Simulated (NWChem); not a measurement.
System meant: TiH$_{3}$O$_{3}$ cation; SMILES [OH][Ti+]([OH])[OH]

Here is an NWChem input.

```
start job
memory heap 200 mb stack 900 mb global 1100 mb
charge 1
geometry units angstroms noautoz
  Ti     0.000007    -0.000004     0.239475
  O      1.633439    -0.297393    -0.185839
  H      2.485555    -0.104109    -0.606743
  O     -1.074265    -1.265884    -0.185853
  H     -1.332961    -2.100494    -0.606732
  O     -0.559157     1.563289    -0.185825
  H     -1.152638     2.204565    -0.606746
end
basis spherical
  * library def2-svp
end
dft
  xc b3lyp
  iterations 150
end
tddft
  cis
  nroots 4
  notriplet
end
task tddft energy
```

End of the output:

```
 Vector   27  Occ=0.000000D+00  E=-2.894002D-01  Symmetry=e+
              MO Center=  1.2D-01,  6.0D-02,  2.3D-01, r^2= 1.3D+00
   Bfn.  Coefficient  Atom+Function         Bfn.  Coefficient  Atom+Function
  ----- ------------  ---------------      ----- ------------  ---------------
    18      0.716527  1 Ti d  1              23      0.297689  1 Ti d  1
    75      0.223206  6 O  pz                78      0.209374  6 O  pz
    16     -0.197167  1 Ti d -1              15     -0.170951  1 Ti d -2
    12     -0.122251  1 Ti px                56     -0.119846  4 O  pz
    19     -0.116416  1 Ti d  2              59     -0.110447  4 O  pz

 center of mass
 --------------
 x =   0.00000000 y =  -0.00000000 z =   0.04392688

 moments of inertia (a.u.)
 ------------------
         288.885643078586           0.000000000000           0.000000000000
           0.000000000000         288.885643078586          -0.000000000000
           0.000000000000          -0.000000000000         539.170675719253

     Multipole analysis of the density
     ---------------------------------

     L   x y z        total         alpha         beta         nuclear
     -   - - -        -----         -----         ----         -------
     0   0 0 0      1.000000    -24.000000    -24.000000     49.000000

     1   1 0 0      0.000000      0.000000      0.000000      0.000000
     1   0 1 0      0.000000      0.000000      0.000000     -0.000000
     1   0 0 1      0.104909      0.052454      0.052454      0.000000

     2   2 0 0    -14.941486    -83.108725    -83.108725    151.275964
     2   1 1 0      0.000000      0.000000      0.000000      0.000000
     2   1 0 1     -0.000000     -0.000000     -0.000000     -0.000000
     2   0 2 0    -14.941486    -83.108725    -83.108725    151.275964
     2   0 1 1      0.000000      0.000000      0.000000     -0.000000
     2   0 0 2    -18.306029    -14.820354    -14.820354     11.334679

 ------------------------------------------------------------------------
 tddft_init: non-Abelian symmetry not permitted                   0
 ------------------------------------------------------------------------
 ------------------------------------------------------------------------
  current input line :
    25: task tddft energy
 ------------------------------------------------------------------------
 ------------------------------------------------------------------------
 There is an error related to the specified geometry
 ------------------------------------------------------------------------
 For more information see the NWChem manual at https://nwchemgit.github.io

0:tddft_init: non-Abelian symmetry not permitted:Received an Error in Communication
```

Task: What is wrong, and how is it mended?

Result: The run crashed. Cause: the TDDFT module takes Abelian point groups alone, and the geometry was found to have a non-Abelian one. This input runs:
```
start job
memory heap 200 mb stack 900 mb global 1100 mb
charge 1
geometry units angstroms noautosym nocenter noautoz
  Ti     0.000007    -0.000004     0.239475
  O      1.633439    -0.297393    -0.185839
  H      2.485555    -0.104109    -0.606743
  O     -1.074265    -1.265884    -0.185853
  H     -1.332961    -2.100494    -0.606732
  O     -0.559157     1.563289    -0.185825
  H     -1.152638     2.204565    -0.606746
end
basis spherical
  * library def2-svp
end
dft
  xc b3lyp
  iterations 150
end
tddft
  cis
  nroots 4
  notriplet
end
task tddft energy
```
It converges to -1076.56173 Ha (B3LYP/def2-SVP, TDA).
